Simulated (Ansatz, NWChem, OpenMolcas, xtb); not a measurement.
# A ladder of methods for GeH4 (germane)

GeH4 has 5 atoms, charge 0, and is taken as a singlet. As SMILES, `[GeH4]`. Geometry: relaxed at PBE0-D4/def2-TZVP.

Quantity: the vertical energy of the triplet above the singlet, in eV. The values are calculated.

```
             level                    kind     program  value (eV)  less CCSD(T)/def2-TZVP
          GFN2-xTB          semi-empirical         xtb        8.56                   +0.03
    BLYP/def2-TZVP                     GGA  OpenMolcas        8.02                   -0.51
    TPSS/def2-TZVP                meta-GGA  OpenMolcas        8.14                   -0.39
  M06-2X/def2-TZVP         hybrid meta-GGA      NWChem        8.42                   -0.11
 r2SCAN0/def2-TZVP         hybrid meta-GGA      Ansatz        8.24                   -0.29
 wB97M-V/def2-TZVP  range-separated hybrid      Ansatz        8.49                   -0.04
  B2PLYP/def2-TZVP           double hybrid      NWChem        8.41                   -0.12
RPA@PBE0/def2-TZVP                     RPA      Ansatz        8.49                   -0.04
     MP2/def2-TZVP     perturbation theory      Ansatz        8.51                   -0.02
 CCSD(T)/def2-TZVP   coupled cluster or CI      NWChem        8.53                    0.00
```

Differences are taken from CCSD(T)/def2-TZVP for orientation; it has basis-set and higher-order errors of its own. All-electron rows without a relativistic Hamiltonian named are non-relativistic. The values span 8.02 to 8.56 eV. The xTB rows lack spin polarisation, so open shells miss the exchange term that lowers them. A triplet this far above the singlet is often a Rydberg-like or dissociative state; sets without diffuse functions put Rydberg states too high. In the correlated wave-function rows the outer d shell of Ge is correlated, in sets not made for it.
